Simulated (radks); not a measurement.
Values are calculated unless marked as measured or tabulated.
Coulomb parameter of the 5d shell of the tungsten ion W2+ in the model configuration [Xe] 4f14 5d3 6p1, as a second difference U = [E(n + 1) + E(n - 1) - 2 E(n)] / (1)^2 with all orbitals relaxed. "Bare": the charge of the atom changes with n. "Screened": the 6p shell takes up the change at fixed total charge, which measures U(5d,5d) + U(6p,6p) - 2 U(5d,6p). Level of theory: scalar-relativistic Kohn-Sham, PBE, spin-unpolarised, spherical densities, finite nucleus; Fermi nuclear charge, rms radius 5.3658 fm (a radial shooting solver on a logarithmic mesh with Libxc functionals).

case,configuration,E - E(n) (eV)
start,[Xe] 4f14 5d3 6p1,0.000
bare +1,[Xe] 4f14 5d4 6p1,-17.946
bare -1,[Xe] 4f14 5d2 6p1,28.807
screened +1,[Xe] 4f14 5d4,-7.720
screened -1,[Xe] 4f14 5d2 6p2,9.471

U(bare) = 10.861 eV, U(screened by 6p) = 1.751 eV, against the Slater integral F0(5d,5d) = 13.688 eV with frozen orbitals.
